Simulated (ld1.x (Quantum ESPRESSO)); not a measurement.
**An all-electron radial function and its pseudo partner (Si)**

Columns: radius, all-electron u(r) and pseudo u(r) of the 3s shell (level -11.20 eV) of silicon in the configuration [Ne] 3s1.5 3p2.5; PBE, scalar-relativistic, TM scheme, ld1.x (Quantum ESPRESSO) 7.5.

```json
{"r (bohr)": "0.118", "all-electron": "0.0815", "pseudo": "0.0302"}
{"r (bohr)": "0.235", "all-electron": "-0.2074", "pseudo": "0.0618"}
{"r (bohr)": "0.353", "all-electron": "-0.3370", "pseudo": "0.0971"}
{"r (bohr)": "0.470", "all-electron": "-0.3051", "pseudo": "0.1374"}
{"r (bohr)": "0.588", "all-electron": "-0.1805", "pseudo": "0.1853"}
{"r (bohr)": "0.705", "all-electron": "-0.0197", "pseudo": "0.2414"}
{"r (bohr)": "0.822", "all-electron": "0.1451", "pseudo": "0.3070"}
{"r (bohr)": "0.940", "all-electron": "0.2973", "pseudo": "0.3819"}
{"r (bohr)": "1.058", "all-electron": "0.4269", "pseudo": "0.4623"}
{"r (bohr)": "1.175", "all-electron": "0.5309", "pseudo": "0.5415"}
{"r (bohr)": "1.292", "all-electron": "0.6111", "pseudo": "0.6130"}
{"r (bohr)": "1.410", "all-electron": "0.6705", "pseudo": "0.6706"}
{"r (bohr)": "1.528", "all-electron": "0.7104", "pseudo": "0.7104"}
{"r (bohr)": "1.645", "all-electron": "0.7329", "pseudo": "0.7329"}
{"r (bohr)": "1.763", "all-electron": "0.7412", "pseudo": "0.7412"}
{"r (bohr)": "1.880", "all-electron": "0.7375", "pseudo": "0.7375"}
{"r (bohr)": "1.998", "all-electron": "0.7244", "pseudo": "0.7244"}
{"r (bohr)": "2.115", "all-electron": "0.7040", "pseudo": "0.7040"}
{"r (bohr)": "2.232", "all-electron": "0.6781", "pseudo": "0.6781"}
{"r (bohr)": "2.350", "all-electron": "0.6480", "pseudo": "0.6480"}
{"r (bohr)": "2.468", "all-electron": "0.6153", "pseudo": "0.6153"}
{"r (bohr)": "2.585", "all-electron": "0.5813", "pseudo": "0.5813"}
{"r (bohr)": "2.702", "all-electron": "0.5465", "pseudo": "0.5465"}
{"r (bohr)": "2.820", "all-electron": "0.5115", "pseudo": "0.5115"}
{"r (bohr)": "2.938", "all-electron": "0.4769", "pseudo": "0.4769"}
{"r (bohr)": "3.055", "all-electron": "0.4436", "pseudo": "0.4436"}
```

Task: How many radial nodes do the two functions have?

Result: The all-electron 3s function has n − l − 1 = 2; the pseudo-wave has 0, since the states of the same l below it are removed with the core.

Task: At about which radius was the pseudo-wave matched?

Result: 1.55 bohr. The columns agree to 0.0005 from 1.41 bohr on; several derivatives are matched, so the curves merge somewhat inside the radius.

Task: Is the pseudo-wave norm-conserving?

Result: Yes: the TM scheme keeps the norm inside the radius equal to the all-electron one, which fixes the energy derivative of the logarithmic derivative at the level.
